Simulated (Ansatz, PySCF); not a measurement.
Process, species as SMILES: N#[N+][O-] (N2O) [nitrous oxide] -> N#[N+][O-] (N2O) as triplet, charge 0
Structures are relaxed separately at B3LYP-D3(BJ)/def2-TZVP in Ansatz (a program for electronic structure). Markedly spin-contaminated UHF reference, which strains HF, MP2 and, less, CCSD(T): N#[N+][O-] (N2O) as triplet, charge 0. High T1 diagnostic, so coupled cluster is less sure: N#[N+][O-] (N2O) as triplet, charge 0. A spin state is the lowest found, not a proven ground state.

Property: adiabatic triplet-singlet gap (electronic energy difference), in eV. Correlated levels leave the core frozen unless marked. Open shells are spin-unrestricted. No spin-orbit coupling. No relativistic terms. Basis-set limits of correlation are two-point, X^-3; Hartree-Fock from the larger set.

| level | program | adiabatic triplet-singlet gap (eV) |
|---|---|---|
| PBE/def2-TZVPD | Ansatz | 3.21 |
| revPBE-D4/def2-TZVPD | Ansatz + dftd4 | ___ |
| M06-L/def2-TZVPD | PySCF | ___ |
| PBE0-D3(BJ)/def2-TZVPD | Ansatz + dftd3 | 3.06 |
| r2SCANh/def2-TZVPD | Ansatz | 2.97 |
| r2SCAN0/def2-TZVPD | Ansatz | 2.87 |
| CAM-B3LYP-D4/def2-TZVPD | Ansatz + dftd4 | 3.00 |
| wB97X-V/def2-TZVPD | Ansatz | 3.05 |
| B2PLYP-D4/def2-TZVPD | Ansatz + dftd4 | ___ |
| CCSD(T)/CBS(cc-pVTZ,cc-pVQZ) | Ansatz | ___ |

What belongs in the gaps?


- revPBE-D4/def2-TZVPD, adiabatic triplet-singlet gap (eV): 3.13
- M06-L/def2-TZVPD, adiabatic triplet-singlet gap (eV): 3.37
- B2PLYP-D4/def2-TZVPD, adiabatic triplet-singlet gap (eV): 3.35
- CCSD(T)/CBS(cc-pVTZ,cc-pVQZ), adiabatic triplet-singlet gap (eV): 3.32
